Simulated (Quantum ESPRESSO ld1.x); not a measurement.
Values are calculated unless marked as measured or tabulated.
The terbium ion Tb2+, configuration [Kr] 4d10 4f9 5p6 5d2 (not the ground configuration). Code: ld1.x of Quantum ESPRESSO 7.5. Model: Dirac Kohn-Sham, exchange-only LDA, spin-unpolarised, spherical densities, point nucleus; open shells fill j = l - 1/2 first.

Unscreened Slater integrals over Kohn-Sham orbitals (hartree). Large and small components are both included. Empty in this configuration: 5f5/2, 5f7/2, 6d3/2, 6d5/2, 6p3/2.

| integral | value |
|---|---|
| F0(5f7/2,5f7/2) | 0.13154 |
| F2(5f7/2,5f7/2) | 0.069615 |
| F4(5f7/2,5f7/2) | 0.045566 |
| F6(5f7/2,5f7/2) | 0.033384 |
| F0(5f7/2,5f5/2) | 0.13172 |
| F2(5f7/2,5f5/2) | 0.069686 |
| F4(5f7/2,5f5/2) | 0.045601 |
| G2(5f7/2,5f5/2) | 0.069683 |
| G4(5f7/2,5f5/2) | 0.045600 |
| G6(5f7/2,5f5/2) | 0.033406 |
| F0(5f7/2,6d5/2) | 0.13585 |
| F2(5f7/2,6d5/2) | 0.071365 |
| F4(5f7/2,6d5/2) | 0.047263 |
| G1(5f7/2,6d5/2) | 0.084553 |
| G3(5f7/2,6d5/2) | 0.054835 |
| G5(5f7/2,6d5/2) | 0.039428 |
| F0(5f7/2,6d3/2) | 0.13667 |
| F2(5f7/2,6d3/2) | 0.071834 |
| G3(5f7/2,6d3/2) | 0.055309 |
| G5(5f7/2,6d3/2) | 0.039718 |
| F0(5f7/2,6p3/2) | 0.15745 |
| F2(5f7/2,6p3/2) | 0.071004 |
| G2(5f7/2,6p3/2) | 0.058198 |
| G4(5f7/2,6p3/2) | 0.039136 |
| F0(5f5/2,5f5/2) | 0.13190 |
| F2(5f5/2,5f5/2) | 0.069758 |
| F4(5f5/2,5f5/2) | 0.045638 |
| F0(5f5/2,6d5/2) | 0.13604 |
| F2(5f5/2,6d5/2) | 0.071435 |
| F4(5f5/2,6d5/2) | 0.047295 |
| G1(5f5/2,6d5/2) | 0.084504 |
| G3(5f5/2,6d5/2) | 0.054844 |
| G5(5f5/2,6d5/2) | 0.039440 |
| F0(5f5/2,6d3/2) | 0.13686 |
| F2(5f5/2,6d3/2) | 0.071912 |
| G1(5f5/2,6d3/2) | 0.085543 |
| G3(5f5/2,6d3/2) | 0.055329 |
| F0(5f5/2,6p3/2) | 0.15781 |
| F2(5f5/2,6p3/2) | 0.071336 |
| G2(5f5/2,6p3/2) | 0.058598 |
| G4(5f5/2,6p3/2) | 0.039409 |
| F0(6d5/2,6d5/2) | 0.14129 |
| F2(6d5/2,6d5/2) | 0.075182 |
| F4(6d5/2,6d5/2) | 0.051138 |
| F0(6d5/2,6d3/2) | 0.14217 |
| F2(6d5/2,6d3/2) | 0.075666 |
| G2(6d5/2,6d3/2) | 0.075628 |
| G4(6d5/2,6d3/2) | 0.051434 |
| F0(6d5/2,6p3/2) | 0.16465 |
| F2(6d5/2,6p3/2) | 0.071582 |
| G1(6d5/2,6p3/2) | 0.060014 |
| G3(6d5/2,6p3/2) | 0.039674 |
| F0(6d3/2,6d3/2) | 0.14308 |
| F2(6d3/2,6d3/2) | 0.076200 |
| F0(6d3/2,6p3/2) | 0.16627 |
| F2(6d3/2,6p3/2) | 0.073280 |
| G1(6d3/2,6p3/2) | 0.063865 |
| G3(6d3/2,6p3/2) | 0.041905 |
| F0(6p3/2,6p3/2) | 0.21836 |
| F2(6p3/2,6p3/2) | 0.11951 |
